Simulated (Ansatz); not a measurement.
`F[SiH2][SiH](F)Br` + H₂O → `O[SiH](F)[SiH2]F` + HBr at 298.15 K and 1 bar (formal hydrolysis of the Si–Br bond).

Program: Ansatz. Geometries: PBE0-D4/def2-TZVP. ΔE: electronic, gas phase. CCSD(T)/CBS adds triple-zeta CCSD(T) − MP2 to the extrapolated MP2 energy (def2 sets, frozen cores). This one scheme is used for every species. For Br outer-core shells are correlated without core-valence functions, which leaves a few kJ/mol of doubt a bond. Scalar relativity is left out up to krypton. One conformer a species, not always the lowest.

```
            species  CCSD(T)/CBS energy (Eh)  H − E (kJ/mol)  S (J/(mol·K))
`F[SiH2][SiH](F)Br`              -3353.03256           109.8          379.0
                H₂O                -76.37941            66.4          188.7
 `O[SiH](F)[SiH2]F`               -855.49429           144.2          362.8
                HBr              -2573.91920            24.6          198.6
```

H − E and S are ideal-gas, rigid-rotor, harmonic terms from PBE0-D4/def2-TZVP, for one conformer and one mirror image of each species. 1 Eh = 2625.50 kJ/mol, R = 8.31446 J/(mol·K).

Task: By hand: ΔE, ΔH, ΔS and ΔG.

Result: ΔE = (-855.49429) + (-2573.91920) − (-3353.03256) − (-76.37941) = -0.00152 Eh = -4.0 kJ/mol. Δ(H − E) = 144.2 + 24.6 − 109.8 − 66.4 = -7.4, so ΔH = -11.4 kJ/mol. ΔS = 362.8 + 198.6 − 379.0 − 188.7 = -6.3 J/(mol·K). ΔG = -11.4 − 298.15 × (-6.3)/1000 = -9.5 kJ/mol.

Task: By hand: the equilibrium constant, and the temperature at which ΔG would vanish if ΔH and ΔS stayed fixed.

Result: log₁₀ K = −ΔG/(RT ln 10) = 1.7. ΔG = 0 at ΔH/ΔS = 1810 K, though so small a ΔS makes that figure unsure.

The number of gas molecules stays the same, so ΔS is small and ΔH decides. A doubt of 5 kJ/mol in ΔE shifts log₁₀ K by 0.9 here. Other conformers and mirror images would add mixing entropy, several J/(mol·K) or more a flexible species. Modes under 60 cm⁻¹, often nearly free rotors, make the harmonic entropy too high. These are equilibria of isolated gas molecules and say nothing of rates. Largest T1 diagnostic: 0.012 (customary marks: 0.02 for closed shells, 0.045 for open ones).
